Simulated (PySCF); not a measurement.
Ionisation energy of Mg⁺ by level of theory

Mg⁺ [Ne] 3s1 (2S) → Mg²⁺ [Ne] (1S), as a difference of total energies. All numbers are calculated (PySCF 2.14, the spin-free X2C one-electron Hamiltonian (Gaussian nucleus), in aug-cc-pVTZ-DK (6s5p3d2f, 50 functions)). The calculations carry no spin-orbit coupling.

```
 method  ionisation energy (eV)
    UHF                  14.745
    LDA                  15.374
    PBE                  15.363
   PBE0                  15.257
 r2SCAN                  15.043
   BP86                  15.275
   PW91                  15.404
r2SCANh                  15.049
   BLYP                  15.469
```

For comparison: 15.035 eV (measured; NIST Atomic Spectra Database, ionization energies).
